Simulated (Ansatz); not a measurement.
`C=C=[CH][ZnH]` and `C=C=CF` differ in one atom or group.

Ansatz, PBE0-D4/def2-TZVP geometries, multiplicity 1. 

Scalar relativity is left out up to krypton.

```csv
property,`C=C=[CH][ZnH]`
size of the dipole moment (B3LYP/def2-TZVPP) / D,0.39
LUMO energy (PBE/def2-TZVPP) / eV,-1.56
size of the dipole moment (PBE/def2-TZVPP) / D,0.34
LUMO energy (ωB97M-V/def2-TZVPP) / eV,0.76
LUMO energy (PBE0/def2-TZVPP) / eV,-0.76
HOMO energy (ωB97M-V/def2-TZVPP) / eV,-8.98
```

Question: Give the same properties after the change, and the shifts. (Best estimate.)

Answer: Ansatz gave: 
| property | `C=C=CF` | shift |
| --- | --- | --- |
| size of the dipole moment (B3LYP/def2-TZVPP) / D | 1.72 | 1.33 |
| LUMO energy (PBE/def2-TZVPP) / eV | -1.68 | -0.12 |
| size of the dipole moment (PBE/def2-TZVPP) / D | 1.56 | 1.22 |
| LUMO energy (ωB97M-V/def2-TZVPP) / eV | 1.51 | 0.75 |
| LUMO energy (PBE0/def2-TZVPP) / eV | -0.65 | 0.11 |
| HOMO energy (ωB97M-V/def2-TZVPP) / eV | -9.73 | -0.75 |

With PBE0 the HOMO falls by 0.64 eV and the LUMO rises by 0.11 eV, so the gap widens by about 0.75 eV. PBE moves the HOMO by -0.41 eV and ωB97M-V by -0.75 eV. The zero-point energy changes by -8.1 kJ/mol with -3 modes. Dipoles are sizes alone; their direction can turn.

B3LYP here is the variant with VWN-RPA as its local correlation; programs differ in this.
